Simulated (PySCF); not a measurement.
Geometries of 2 isomers of C7H5FO, from PBE0-D3(BJ)/def2-TZVP geometry optimisation, gas phase in PySCF 2.14.0. One conformer each, no zero-point energy, no frequencies.

Task: Which is lower in electronic energy at this level?
A.
```xyz
14
angstrom
O      2.805   -1.464    0.267
C      2.313   -0.392    0.019
C      0.857   -0.151    0.007
C     -0.030   -1.183    0.316
C     -1.393   -0.971    0.310
C     -1.893    0.288   -0.008
C     -1.037    1.331   -0.319
C      0.323    1.094   -0.305
F      1.147    2.103   -0.606
H      2.945    0.483   -0.215
H      0.394   -2.151    0.558
H     -2.072   -1.779    0.552
H     -2.963    0.460   -0.015
H     -1.403    2.319   -0.570
```
B.
```xyz
14
angstrom
O      2.950   -1.118   -0.460
C      2.316   -0.153   -0.198
F      2.940    1.023    0.020
C      0.854   -0.043   -0.069
C      0.231    1.165    0.232
C     -1.149    1.215    0.340
C     -1.903    0.067    0.148
C     -1.281   -1.139   -0.152
C      0.096   -1.196   -0.261
H      0.827    2.055    0.380
H     -1.637    2.154    0.574
H     -2.983    0.110    0.233
H     -1.873   -2.034   -0.300
H      0.605   -2.123   -0.495
```

Result: B. That is `O=C(F)c1ccccc1`, 18.9 kcal/mol below the other.

```csv
SMILES,atoms numbered as above,E (Eh),relative (kcal/mol),relative (kJ/mol),dipole (D)
O=C(F)c1ccccc1,[O:1]=[C:2]([F:3])[c:4]1[cH:5][cH:6][cH:7][cH:8][cH:9]1,-444.52696,0.0,0.0,3.93
O=Cc1ccccc1F,[O:1]=[CH:2][c:3]1[cH:4][cH:5][cH:6][cH:7][c:8]1[F:9],-444.49682,18.9,79.1,3.45
```
